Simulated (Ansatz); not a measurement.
Geometry optimisation, RKS PBE/def2-SVP in Ansatz.

input.yaml

```yaml
crystal:
  periodic: [false, false, false]
  atoms:
    - { symbol: Ta, position_ang: [-0.009295, 0.174952, 0.22982] }
    - { symbol: "N", position_ang: [2.099313, 0.182011, 0.092934] }
    - { symbol: H, position_ang: [2.73611, 0.418516, 0.857808] }
    - { symbol: H, position_ang: [2.580717, 0.158079, -0.810856] }
    - { symbol: "N", position_ang: [0.112754, -0.089483, 2.219906] }
    - { symbol: H, position_ang: [0.423897, -0.942213, 2.702754] }
    - { symbol: H, position_ang: [-0.141303, 0.639187, 2.899014] }
    - { symbol: O, position_ang: [0.065104, -0.237445, -1.669561] }
    - { symbol: H, position_ang: [-0.289412, -1.001411, -2.157467] }
    - { symbol: O, position_ang: [-0.784512, 1.919289, 0.270177] }
    - { symbol: H, position_ang: [-1.480323, 2.33899, -0.263806] }
    - { symbol: O, position_ang: [-1.29487, -1.348494, 0.148869] }
    - { symbol: H, position_ang: [-1.649925, -1.57371, 1.032184] }
    - { symbol: S, position_ang: [1.382723, -3.099521, 1.281262] }
    - { symbol: H, position_ang: [0.249988, -2.936404, 0.537439] }
    - { symbol: H, position_ang: [1.962733, -1.991743, 0.675022] }
basis:
  gaussian: { orbitals: def2-SVP }
hamiltonian:
  xc: pbe
relax:
  f_tol: 0.03
  max_steps: 50
output:
  orbitals: {}
```

Run as:

```bash
$ ansatz run input.yaml --threads 4 --pin off --max-ram 5120MiB --backend cpu --events-out ev --progress --plain --runs-dir out
```

Where does it end, and by what steps?

The run converged. After 10 steps the energy has fallen by 0.154 eV; H15 moved furthest, 0.45 Å.

| step | energy less start (eV) | largest force component (eV/Å) | accepted |
| --- | --- | --- | --- |
| 0 | 0.0000 | 1.416 | yes |
| 1 | -0.1033 | 0.339 | yes |
| 2 | -0.1223 | 0.217 | yes |
| 3 | -0.1381 | 0.088 | yes |
| 4 | -0.1446 | 0.105 | yes |
| 5 | -0.1480 | 0.180 | yes |
| 6 | -0.1504 | 0.145 | yes |
| 7 | -0.1463 | 0.230 | no |
| 8 | -0.1537 | 0.036 | yes |
| 9 | -0.1537 | 0.119 | yes |
| 10 | -0.1543 | 0.027 | yes |

```xyz
16
Properties=species:S:1:pos:R:3
Ta -0.049 0.250 0.147
N 1.955 0.064 0.053
H 2.589 0.273 0.829
H 2.457 0.046 -0.841
N -0.006 -0.015 2.155
H 0.227 -0.880 2.659
H -0.161 0.745 2.828
O -0.120 -0.007 -1.782
H -0.434 -0.747 -2.330
O -0.697 2.051 0.261
H -1.417 2.588 -0.103
O -1.101 -1.434 0.101
H -1.421 -1.690 0.986
S 1.627 -3.262 1.489
H 0.492 -3.267 0.731
H 2.023 -2.105 0.862
```

Whether the end is a true minimum wasn't checked by a vibrational analysis.

Time of the run: 14 s on 4 threads of AMD EPYC 9R45 96-Core Processor (Zen 5) (shared host), peak memory 0.27 GiB.
